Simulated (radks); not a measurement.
The numbers below are computed, except where a source is named.
Question: Valence configurations of Mo I (all share [Kr]). Code: a radial shooting solver on a logarithmic mesh with Libxc functionals. Model: scalar-relativistic Kohn-Sham, LDA (Slater exchange, Perdew-Wang correlation), spin-polarised, spherical densities, finite nucleus; open shells are filled with parallel spins first (spin-orbit coupling, left out, can overturn this in heavy ions); Fermi nuclear charge, rms radius 4.4091 fm. Order these by energy: 4d4.5 5s1 5p0.5; 4d5 5p1; 4d4 5p2; 4d5.5 5s0.5; 4d4 5s1.5 5p0.5; 4d6; 4d5 5s0.5 5p0.5; 4d5 5s1; 4d3 5s2 5p1; 4d4 5s1 5p1.

Answer: From the lowest, in eV above it: 4d5 5s1 0.000; 4d5.5 5s0.5 1.519; 4d5 5s0.5 5p0.5 1.719; 4d4.5 5s1 5p0.5 1.853; 4d6 2.979; 4d4 5s1.5 5p0.5 3.202; 4d5 5p1 3.472; 4d4 5s1 5p1 4.198; 4d3 5s2 5p1 7.939; 4d4 5p2 8.197. NIST lists [Kr] 4d5 5s1 as the ground configuration; this level of theory agrees among the configurations tried. The energies are those of spherical high-spin densities, not of single terms.
